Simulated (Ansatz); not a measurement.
`Cl[SiH2][SnH3]` + H₂S → `S[SiH2][SnH3]` + HCl at 600 K and 1 bar (ligand exchange at the Si–Cl bond).

Isolated molecules relaxed with PBE0-D4/def2-TZVP in Ansatz; ΔE leaves out vibrations. CBS: MP2 limit from def2 TZ/QZ plus the TZ coupled-cluster correction, frozen cores. This one scheme is used for every species. def2 core potentials past Kr. For Sn outer-core shells are correlated without core-valence functions, which leaves a few kJ/mol of doubt a bond. Each species was taken in one conformer, which may not be the lowest.

| species | CCSD(T)/CBS energy (Eh) | H − E (kJ/mol) | S (J/(mol·K)) |
| --- | --- | --- | --- |
| `Cl[SiH2][SnH3]` | -965.91563 | 157.3 | 431.9 |
| H₂S | -398.97279 | 60.8 | 230.9 |
| `S[SiH2][SnH3]` | -904.49431 | 184.4 | 453.2 |
| HCl | -460.38127 | 35.4 | 207.2 |

H − E and S are ideal-gas, rigid-rotor, harmonic terms from PBE0-D4/def2-TZVP, for one conformer and one mirror image of each species. 1 Eh = 2625.50 kJ/mol, R = 8.31446 J/(mol·K).

By hand: ΔE, ΔH, ΔS and ΔG.

ΔE = (-904.49431) + (-460.38127) − (-965.91563) − (-398.97279) = 0.01284 Eh = 33.7 kJ/mol. Δ(H − E) = 184.4 + 35.4 − 157.3 − 60.8 = 1.7, so ΔH = 35.4 kJ/mol. ΔS = 453.2 + 207.2 − 431.9 − 230.9 = -2.4 J/(mol·K). ΔG = 35.4 − 600 × (-2.4)/1000 = 36.8 kJ/mol.

By hand: the equilibrium constant, and the temperature at which ΔG would vanish if ΔH and ΔS stayed fixed.

log₁₀ K = −ΔG/(RT ln 10) = -3.2. ΔH and −TΔS have one sign here, so there is no such temperature.

The number of gas molecules stays the same, so ΔS is small and ΔH decides. A doubt of 5 kJ/mol in ΔE shifts log₁₀ K by 0.4 here. Other conformers and mirror images would add mixing entropy, several J/(mol·K) or more a flexible species. These are equilibria of isolated gas molecules and say nothing of rates. Largest T1 diagnostic: 0.013 (customary marks: 0.02 for closed shells, 0.045 for open ones).

ΔS is within the doubt of such terms, so its sign, and with it that verdict, could turn.
